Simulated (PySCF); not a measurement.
silicon monoxide (OSi), singlet, at a GFN2-xTB geometry, with bond 2-1 at 2.0 times its length; SVWN5/cc-pVTZ run with PySCF.

Here is a job for PySCF.
```python
from pyscf import gto, scf, dft

mol = gto.Mole()
mol.atom = '''
    Si   -0.000000   -0.000000   -0.548582
    O     0.000000    0.000000    2.468621
'''
mol.basis = 'cc-pvtz'
mol.charge = 0
mol.spin = 0
mol.verbose = 4
mol.build()

mf = dft.RKS(mol)
mf.xc = 'lda,vwn'
mf.conv_tol = 1e-7
mf.kernel()
```

It wrote (shortened):

```
PySCF version 2.14.0

[INPUT] verbose = 4
[INPUT] num. atoms = 2
[INPUT] num. electrons = 22
[INPUT] charge = 0
[INPUT] spin (= nelec alpha-beta = 2S) = 0
[INPUT] symmetry False subgroup None
[INPUT] Mole.unit = angstrom
[INPUT] Symbol           X                Y                Z      unit          X                Y                Z       unit  Magmom
[...]
nuclear repulsion = 19.6433079322273
number of shells = 18
number of NR pGTOs = 101
number of NR cGTOs = 64
basis = cc-pvtz
ecp = {}

******** <class 'pyscf.dft.rks.RKS'> ********
method = RKS
initial guess = minao
damping factor = 0
level_shift factor = 0
DIIS = <class 'pyscf.scf.diis.CDIIS'>
diis_start_cycle = 1
diis_space = 8
diis_damp = 0
SCF conv_tol = 1e-07
SCF conv_tol_grad = None
SCF max_cycles = 50
direct_scf = True
direct_scf_tol = 1e-13
XC library pyscf.dft.libxc version 7.1.2
    S. Lehtola, C. Steigemann, M. J. T. Oliveira, and M. A. L. Marques,  SoftwareX 7, 1–5 (2018)
XC functionals = lda,vwn
    P. A. M. Dirac,  Math. Proc. Cambridge Philos. Soc. 26, 376 (1930)
    F. Bloch,  Z. Phys. 57, 545 (1929)
    S. H. Vosko, L. Wilk, and M. Nusair,  Can. J. Phys. 58, 1200 (1980)
radial grids:
    Treutler-Ahlrichs [JCP 102, 346 (1995); DOI:10.1063/1.469408] (M4) radial grids

becke partition: Becke, JCP 88, 2547 (1988); DOI:10.1063/1.454033
pruning grids: <function nwchem_prune>
grids dens level: 3
symmetrized grids: False
atomic radii adjust function: <function treutler_atomic_radii_adjust>
small_rho_cutoff = 0
Set gradient conv threshold to 0.000316228
Initial guess from minao.
tot grids = 33264
init E= -362.641781114973
[...]
cycle= 1 E= -361.754471762429  delta_E= 0.887  |g|= 1.59  |ddm|= 0.971

WARN: HOMO -0.0733898244618193 == LUMO -0.0733892193270919

cycle= 2 E= -345.32731094682  delta_E= 16.4  |g|= 2.86  |ddm|= 3.43
[...]
cycle= 3 E= -361.556355577794  delta_E= -16.2  |g|= 1.82  |ddm|= 3.48
[...]
cycle= 4 E= -361.964051395741  delta_E= -0.408  |g|= 1.36  |ddm|= 0.486
[...]
cycle= 5 E= -362.60628635892  delta_E= -0.642  |g|= 0.906  |ddm|= 0.846
[...]
cycle= 6 E= -361.616356819988  delta_E= 0.99  |g|= 1.79  |ddm|= 0.952
[...]
cycle= 7 E= -361.387297407773  delta_E= 0.229  |g|= 2.14  |ddm|= 0.182
[...]
cycle= 8 E= -361.342800918716  delta_E= 0.0445  |g|= 2.19  |ddm|= 0.0405
[...]
cycle= 9 E= -361.357590190979  delta_E= -0.0148  |g|= 2.15  |ddm|= 0.0302
[...]
cycle= 10 E= -361.559819553849  delta_E= -0.202  |g|= 1.94  |ddm|= 0.158
[...]
cycle= 11 E= -355.718096438654  delta_E= 5.84  |g|= 2.43  |ddm|= 2.71
[...]
cycle= 12 E= -361.549055334713  delta_E= -5.83  |g|= 1.91  |ddm|= 2.72
[...]
cycle= 13 E= -361.581229757903  delta_E= -0.0322  |g|= 1.87  |ddm|= 0.0479
[...]
cycle= 14 E= -361.954076815844  delta_E= -0.373  |g|= 1.69  |ddm|= 0.393
[...]
cycle= 15 E= -362.181175253161  delta_E= -0.227  |g|= 1.47  |ddm|= 0.185
[...]
cycle= 16 E= -362.200125267843  delta_E= -0.019  |g|=  1.4  |ddm|= 0.047
[...]
cycle= 17 E= -359.316137278848  delta_E= 2.88  |g|= 2.97  |ddm|= 2.06
[...]
cycle= 18 E= -362.765708323327  delta_E= -3.45  |g|= 0.172  |ddm|=  1.5
[...]
cycle= 19 E= -362.549496700489  delta_E= 0.216  |g|= 0.859  |ddm|= 0.618
[...]
cycle= 20 E= -362.759048143814  delta_E= -0.21  |g|= 0.255  |ddm|= 0.383
[...]
cycle= 21 E= -362.705703859329  delta_E= 0.0533  |g|= 0.518  |ddm|= 0.136
[...]
cycle= 22 E= -362.77463794738  delta_E= -0.0689  |g|= 0.0467  |ddm|= 0.247
[...]
cycle= 23 E= -362.774487101157  delta_E= 0.000151  |g|= 0.0531  |ddm|= 0.012
[...]
cycle= 24 E= -362.775101528944  delta_E= -0.000614  |g|= 0.00902  |ddm|= 0.0278
[...]
cycle= 25 E= -362.775117314797  delta_E= -1.58e-05  |g|= 0.00349  |ddm|= 0.00262
[...]
cycle= 26 E= -362.775119994419  delta_E= -2.68e-06  |g|= 0.000262  |ddm|= 0.00165
[...]
cycle= 27 E= -362.775119998874  delta_E= -4.45e-09  |g|= 0.000229  |ddm|= 0.000246
[...]
Extra cycle  E= -362.775071224306  delta_E= 4.88e-05  |g|= 0.0148  |ddm|= 0.00664
SCF not converged.
SCF energy = -362.775071224306
```

The run did not converge; its last values are not results.
